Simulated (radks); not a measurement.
The thallium ion Tl3+, configuration [Xe] 4f14 5d10. Method: scalar-relativistic Kohn-Sham, PBEsol, spin-polarised, spherical densities, finite nucleus; Fermi nuclear charge, rms radius 5.4759 fm; computed with a radial shooting solver on a logarithmic mesh with Libxc functionals.

Normalised radial functions P(r) = r R(r), r in bohr:

```
   r/bohr * 4f, o 5p, + 5d (the largest magnitude, 1.48, reaches the edge; | marks zero, & curves that meet)
 0.001092                             &
 0.001655                             &
 0.002528                             &
 0.003864                             &
 0.005904                             &o
 0.009021                             & o
  0.01379                             &  o
  0.02106                             *+   o
  0.03219                             *+    o
  0.04919                             |* +o
  0.07516                            o| *  +
   0.1139                      o      |     +*
   0.1741                         o   |+             *
    0.266                      +      |        o               *
   0.4065                      +      |       o                  *
   0.6212                 o           |    +             *
   0.9492        o                    |       *        +
     1.45                 o           | *            +
    2.216                           o *      +
    3.387                             & +
```

4f: eigenvalue -143.51 eV, 0 radial nodes, <r> = 0.468 bohr, 90 % of the charge inside 0.745 bohr. 5p: eigenvalue -105.49 eV, 3 radial nodes at r = 0.0704, 0.203, 0.495 bohr, <r> = 1.01 bohr, 90 % of the charge inside 1.45 bohr. 5d: eigenvalue -44.344 eV, 2 radial nodes at r = 0.186, 0.535 bohr, <r> = 1.34 bohr, 90 % of the charge inside 2.02 bohr.
